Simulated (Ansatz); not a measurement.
Reaction: SiH2Br2 (dibromosilane, SMILES Br[SiH2]Br) → SiH2Br (SMILES [SiH2]Br, doublet) + Br (doublet) (the Br-Si bond breaks)
Each species at its own B3LYP-D3(BJ)/def2-TZVP minimum (Ansatz, a program for electronic structure).

Total energies in hartree (Ansatz). UHF or UKS for unpaired electrons; spin-orbit terms are left out. Cores are frozen in correlated methods (noble-gas shells, and filled d and f shells in the p block). No relativity. Spin-orbit terms, left out, reach several kcal/mol for Br and I, and more for heavier atoms.

| species | HF/def2-TZVPP | CCSD(T)/def2-TZVPP | HF/def2-QZVPP | CCSD(T)/def2-QZVPP | CCSD(T)/def2-SVP | CCSDT(Q)/def2-SVP |
|---|---|---|---|---|---|---|
| 1: SiH2Br2 (SMILES Br[SiH2]Br) | -5435.03870 | -5435.54306 | -5435.14662 | -5435.69703 | -5434.68018 | -5434.68164 |
| 2: SiH2Br (SMILES Br[SiH2], doublet) | -2862.52861 | -2862.83822 | -2862.58704 | -2862.92231 | -2862.34541 | -2862.34657 |
| 3: Br (doublet) | -2572.39810 | -2572.55635 | -2572.44770 | -2572.62201 | -2572.19581 | -2572.19614 |

Work out the bond dissociation energy (electronic) in kcal/mol: take Hartree-Fock from def2-QZVPP, extrapolate the CCSD(T) correlation energy as X^-3 (X = 3, 4), and add CCSDT(Q) - CCSD(T) in def2-SVP. 1 hartree = 627.51 kcal/mol.


Species 1: correlation (64·(-0.55041) - 27·(-0.50436))/37 = -0.58401; step -0.00146; E1 = -5435.14662 + (-0.58401) + (-0.00146) = -5435.73209
Species 2: correlation (64·(-0.33527) - 27·(-0.30961))/37 = -0.35399; step -0.00116; E2 = -2862.58704 + (-0.35399) + (-0.00116) = -2862.94219
Species 3: correlation (64·(-0.17431) - 27·(-0.15825))/37 = -0.18603; step -0.00033; E3 = -2572.44770 + (-0.18603) + (-0.00033) = -2572.63406
-1·E1 +1·E2 +1·E3 = 0.15584 hartree = 97.8 kcal/mol.
